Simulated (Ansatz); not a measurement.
System: BCl, charge 0, multiplicity 1. 
Coordinates optimised at B3LYP-D3(BJ)/def2-TZVP (Ansatz, a quantum-chemistry and plane-wave program):
SMILES: [B]Cl
```xyz
2

B      0.0000     0.0000    -1.3302
Cl     0.0000     0.0000     0.3912
```
Charge 0, spin multiplicity 1.

Quantity: vertical electron affinity (to the doublet state of charge -1; a negative value means that the extra electron is unbound and the number depends on the basis; each state is the SCF solution reached for its spin; for the doublet the Hartree-Fock reference is unstable and T1 is 0.023; for the singlet the Hartree-Fock reference is unstable and T1 is 0.016), in eV. Valence correlation only, unless marked. UHF or UKS for open shells. Spin-orbit coupling is left out. No relativistic terms. Anions need diffuse functions: aug- sets have them; def2-D sets add few. 

| level | program | vertical electron affinity (eV) |
|---|---|---|
| SVWN5/def2-TZVPD | Ansatz | -0.07 |
| BHLYP/def2-TZVPD | Ansatz | -0.28 |
| CAM-B3LYP/def2-TZVPD | Ansatz | -0.14 |
| wB97X-V/def2-TZVPD | Ansatz | -0.28 |
| CCSD/aug-cc-pV(T+d)Z | Ansatz | -0.35 |
| CCSD(T)/def2-SVPD | Ansatz | -0.60 |
| CCSD(T)/aug-cc-pV(T+d)Z | Ansatz | -0.32 |
| CCSD(T)/aug-cc-pV(Q+d)Z | Ansatz | -0.28 |
| CCSD(T)/def2-QZVPPD | Ansatz | -0.36 |
